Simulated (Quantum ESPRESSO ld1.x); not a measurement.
Input file for ld1.x (Quantum ESPRESSO 7.5):

```
 &input
    zed=80.0,
    iswitch=1,
    rel=2,
    dft='PBE',
    config='[Xe] 4f14 5d2',
    rel_dist='average',
    verbosity='high',
    lsmall=.true.,
    prefix='ld1',
    max_out_wfc=37,
    file_charge='ld1.rho',
 /
```

It prints (banner and zero overlaps left out):

```
     Program LD1 v.7.5 starts

     --------------------------- All-electron run ----------------------------

     dirac relativistic calculation

     atomic number is 80.00
     dft =PBE   lsd =0 sic =0 latt =0  beta=0.20 tr2=1.0E-14
     Exchange-correlation= PBE
                           (   1   4   3   4   0   0   0)
     mesh =2125 r(mesh) = 100.48147 a.u. xmin = -8.00 dx = 0.00800
     1 Ry =  13.60569312 eV, c = 137.03599908

     n l j   nl                  e(Ry)          e(Ha)          e(eV)
     Spin orbit split results
     1 0 0.5 1S 1( 2.00)   -6116.920130632   -3058.460065316 -83224.9381552
     2 0 0.5 2S 1( 2.00)   -1093.906526349    -546.953263175 -14883.3565028
     2 1 0.5 2P 1( 2.00)   -1049.877290574    -524.938645287 -14284.3082323
     2 1 1.5 2P 1( 4.00)    -906.692026063    -453.346013031 -12336.1734637
     3 0 0.5 3S 1( 2.00)    -269.333736924    -134.666868462  -3664.4721723
     3 1 0.5 3P 1( 2.00)    -249.554599073    -124.777299536  -3395.3632924
     3 1 1.5 3P 1( 4.00)    -217.825070893    -108.912535446  -2963.6610691
     4 0 0.5 4S 1( 2.00)     -69.132711390     -34.566355695   -940.5984559
     4 1 0.5 4P 1( 2.00)     -60.654827492     -30.327413746   -825.2509693
     4 1 1.5 4P 1( 4.00)     -52.980545996     -26.490272998   -720.8370503
     3 2 1.5 3D 1( 4.00)    -185.182720094     -92.591360047  -2519.5392613
     3 2 2.5 3D 1( 6.00)    -178.383304465     -89.191652233  -2427.0284988
     5 0 0.5 5S 1( 2.00)     -20.864476514     -10.432238257   -283.8756646
     5 1 0.5 5P 1( 2.00)     -17.928457284      -8.964228642   -243.9290880
     5 1 1.5 5P 1( 4.00)     -16.376882311      -8.188441155   -222.8188350
     4 2 1.5 4D 1( 4.00)     -39.146399309     -19.573199654   -532.6138959
     4 2 2.5 4D 1( 6.00)     -37.712884106     -18.856442053   -513.1099279
     4 3 2.5 4F 1( 6.00)     -19.882395108      -9.941197554   -270.5137664
     4 3 3.5 4F 1( 8.00)     -19.569271444      -9.784635722   -266.2535019
     5 2 1.5 5D 1( 0.80)     -12.017884314      -6.008942157   -163.5116460
     5 2 2.5 5D 1( 1.20)     -11.781724502      -5.890862251   -160.2985280
     Averaged results
     1 0     1S 1( 2.00)   -6116.920130632   -3058.460065316 -83224.9381552
     2 0     2S 1( 2.00)   -1093.906526349    -546.953263175 -14883.3565028
     2 1     2P 1( 6.00)    -954.420447567    -477.210223783 -12985.5517199
     3 0     3S 1( 2.00)    -269.333736924    -134.666868462  -3664.4721723
     3 1     3P 1( 6.00)    -228.401580286    -114.200790143  -3107.5618102
     4 0     4S 1( 2.00)     -69.132711390     -34.566355695   -940.5984559
     4 1     4P 1( 6.00)     -55.538639828     -27.769319914   -755.6416900
     3 2     3D 1(10.00)    -181.103070717     -90.551535358  -2464.0328038
     5 0     5S 1( 2.00)     -20.864476514     -10.432238257   -283.8756646
     5 1     5P 1( 6.00)     -16.894073968      -8.447036984   -229.8555860
     4 2     4D 1(10.00)     -38.286290187     -19.143145094   -520.9115151
     4 3     4F 1(14.00)     -19.703467300      -9.851733650   -268.0793295
     5 2     5D 1( 2.00)     -11.876188427      -5.938094213   -161.5837752

     final scf error:  2.2E-15 reached in  28 iterations

     Etot =  -39268.511952 Ry,  -19634.255976 Ha, -534275.323012 eV

     Ekin =   45335.363173 Ry,   22667.681586 Ha,  616819.038950 eV
     Encl =  -98198.953019 Ry,  -49099.476509 Ha,-1336064.819770 eV
     Eh   =   14329.911785 Ry,    7164.955893 Ha,  194968.382232 eV
     Exc  =    -734.833891 Ry,    -367.416946 Ha,   -9997.924423 eV

     normalization and overlap integrals

     s(1S/1S) =  1.000000  <r> =   0.0166  <r2> =    0.0004  r(max) =   0.0102
     LC norm =  0.90734087 + SC norm =  0.09265913 =  1.00000000
     s(2S/2S) =  1.000000  <r> =   0.0692  <r2> =    0.0057  r(max) =   0.0590
     LC norm =  0.97872704 + SC norm =  0.02127296 =  1.00000000
     s(2P/2P) =  1.000000  <r> =   0.0569  <r2> =    0.0041  r(max) =   0.0442
     LC norm =  0.97864624 + SC norm =  0.02135376 =  1.00000000
     s(2P/2P) =  1.000000  <r> =   0.0656  <r2> =    0.0052  r(max) =   0.0511
     LC norm =  0.98108911 + SC norm =  0.01891089 =  1.00000000
     s(3S/3S) =  1.000000  <r> =   0.1800  <r2> =    0.0372  r(max) =   0.1670
     LC norm =  0.99287706 + SC norm =  0.00712294 =  1.00000000
     s(3P/3P) =  1.000000  <r> =   0.1704  <r2> =    0.0339  r(max) =   0.1554
     LC norm =  0.99293322 + SC norm =  0.00706678 =  1.00000000
     s(3P/3P) =  1.000000  <r> =   0.1863  <r2> =    0.0403  r(max) =   0.1710
     LC norm =  0.99364163 + SC norm =  0.00635837 =  1.00000000
     s(4S/4S) =  1.000000  <r> =   0.3988  <r2> =    0.1797  r(max) =   0.3746
     LC norm =  0.99757076 + SC norm =  0.00242924 =  1.00000000
     s(4P/4P) =  1.000000  <r> =   0.4008  <r2> =    0.1829  r(max) =   0.3746
     LC norm =  0.99766622 + SC norm =  0.00233378 =  1.00000000
     s(4P/4P) =  1.000000  <r> =   0.4348  <r2> =    0.2149  r(max) =   0.4057
     LC norm =  0.99793843 + SC norm =  0.00206157 =  1.00000000
     s(3D/3D) =  1.000000  <r> =   0.1621  <r2> =    0.0308  r(max) =   0.1335
     LC norm =  0.99375363 + SC norm =  0.00624637 =  1.00000000
     s(3D/3D) =  1.000000  <r> =   0.1669  <r2> =    0.0326  r(max) =   0.1367
     LC norm =  0.99394447 + SC norm =  0.00605553 =  1.00000000
     s(5S/5S) =  1.000000  <r> =   0.8723  <r2> =    0.8491  r(max) =   0.8203
     LC norm =  0.99932583 + SC norm =  0.00067417 =  1.00000000
     s(5P/5P) =  1.000000  <r> =   0.9221  <r2> =    0.9520  r(max) =   0.8538
     LC norm =  0.99939640 + SC norm =  0.00060360 =  1.00000000
     s(5P/5P) =  1.000000  <r> =   0.9932  <r2> =    1.1029  r(max) =   0.9249
     LC norm =  0.99946579 + SC norm =  0.00053421 =  1.00000000
     s(4D/4D) =  1.000000  <r> =   0.4415  <r2> =    0.2252  r(max) =   0.3961
     LC norm =  0.99813717 + SC norm =  0.00186283 =  1.00000000
     s(4D/4D) =  1.000000  <r> =   0.4525  <r2> =    0.2364  r(max) =   0.4057
     LC norm =  0.99820752 + SC norm =  0.00179248 =  1.00000000
     s(4F/4F) =  1.000000  <r> =   0.4735  <r2> =    0.2687  r(max) =   0.3628
     LC norm =  0.99856613 + SC norm =  0.00143387 =  1.00000000
     s(4F/4F) =  1.000000  <r> =   0.4798  <r2> =    0.2757  r(max) =   0.3686
     LC norm =  0.99859440 + SC norm =  0.00140560 =  1.00000000
     s(5D/5D) =  1.000000  <r> =   1.1384  <r2> =    1.4588  r(max) =   1.0346
     LC norm =  0.99959126 + SC norm =  0.00040874 =  1.00000000
     s(5D/5D) =  1.000000  <r> =   1.1611  <r2> =    1.5166  r(max) =   1.0597
     LC norm =  0.99960400 + SC norm =  0.00039600 =  1.00000000

     LC charge = 69.47733215 + SC charge =  0.52266785 = 70.00000000

     ------------------------ End of All-electron run ------------------------
```

Run on one thread of a shared host, so times are rough (Intel(R) Xeon(R) Processor @ 2.60GHz): 0.54 s of CPU time, 1.5 s wall, 28 iterations on 2125 mesh points.
